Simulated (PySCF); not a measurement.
An unknown is described by computed data only.

Elements present: C, Cl, H, O and Si. Monoisotopic mass: 181.9721 u.

* Rotational structure: rotational constants A, B, C: 1.076, 0.761, 0.624 GHz [GFN2-xTB]
* Dipole: 3.33 D [PBE0/pcSseg-1]
* 1H NMR: chemical shifts (computed TMS as zero) by class: 6.68 (1 H), 6.64 (1 H), 6.59 (1 H), 6.20 (1 H), 4.59 (1 H), 4.55 (1 H), 3.08 (1 H), 2.67 (1 H) ppm [GIAO PBE0/pcSseg-1]
* 13C NMR: chemical shifts (computed TMS as zero) by class: 154.2 (1 C), 146.9 (1 C), 142.0 (1 C), 100.0 (1 C), 37.0 (1 C) ppm [GIAO PBE0/pcSseg-1]
* NMR, other nuclei: isotropic shieldings of nuclei other than C and H, by class: 198 (1 O), 363 (1 Si), 911 (1 Cl), 934 (1 Cl) ppm [GIAO PBE0/pcSseg-1]

Gas-phase values; electronic properties from PySCF, density fitting. Levels stand in brackets. The structure is a single GFN2-xTB conformer in the gas phase; no vibrational or solvent corrections. Each NMR value is the plain mean over a class of atoms that symmetry, rotation or inversion makes alike.

Task: Which formula fits the mass and the elements?

Result: C5H8Cl2OSi (calculated 181.9721). No other formula that holds each of these elements comes within 0.0003 u with a fitting electron parity and a possible valence count.

Task: Give a SMILES that accounts for the data.

Result: Numbering: `[CH2:1]=[CH:2][O:3][Si@@:4]([Cl:5])([CH:6]=[CH2:7])[CH2:8][Cl:9]`. Its formula, C5H8Cl2OSi, gives 2 degrees of unsaturation: 0 rings and 2 π bonds in the structure found. 5 carbons fall into 5 classes; from least to most shielded: vinylic carbon bearing oxygen [C2] (154.2 ppm), terminal =CH2 carbon [C7] (146.9 ppm), alkene CH carbon [C6] (142.0 ppm), terminal =CH2 carbon [C1] (100.0 ppm), sp3 C–Cl carbon [C8] (37.0 ppm). Hydrogen classes from least to most shielded: 1 H on a terminal =CH2 carbon, C7 (6.68 ppm), 1 H on a vinylic carbon bearing oxygen, C2 (6.64 ppm), 1 H on an alkene CH carbon, C6 (6.59 ppm), 1 H on a terminal =CH2 carbon, C7 (6.20 ppm), 1 H on a terminal =CH2 carbon, C1 (4.59 ppm), 1 H on a terminal =CH2 carbon, C1 (4.55 ppm), 1 H on an sp3 C–Cl carbon, C8 (3.08 ppm), 1 H on an sp3 C–Cl carbon, C8 (2.67 ppm). The other shieldings belong to: 198 ppm, silyl ether oxygen [O3]; 363 ppm, chlorine-bound silicon [Si4]; 911 ppm, silicon-bound chlorine [Cl5]; 934 ppm, alkyl chlorine [Cl9]. The optimised geometry has point group C1 and is an asymmetric top. Structure: `C=CO[Si@@](Cl)(C=C)CCl`. Computed isomers that give other values at the same levels: `CC(=O)[C@@H]1[SiH2][C@@H]1C(Cl)Cl` (13C chemical shifts (computed TMS as zero) by class: 214.2 (1 C), 84.3 (1 C), 40.4 (1 C), 34.7 (1 C), 32.5 (1 C) ppm); `CO[Si@@H](Cl)C1=C(Cl)CC1` (13C chemical shifts (computed TMS as zero) by class: 156.9 (1 C), 152.8 (1 C), 53.4 (1 C), 41.1 (1 C), 28.8 (1 C) ppm). The assignments are read from this structure; whether some other isomer fits the data as well wasn't checked. The mirror image fits equally.

Conformer computed: `[CH2:1]=[CH:2][O:3][Si@@:4]([Cl:5])([CH:6]=[CH2:7])[CH2:8][Cl:9]`: C1–C2–O3–Si4 -5°, C2–O3–Si4–Cl5 -58°, O3–Si4–C6–C7 179°, O3–Si4–C8–Cl9 72°.
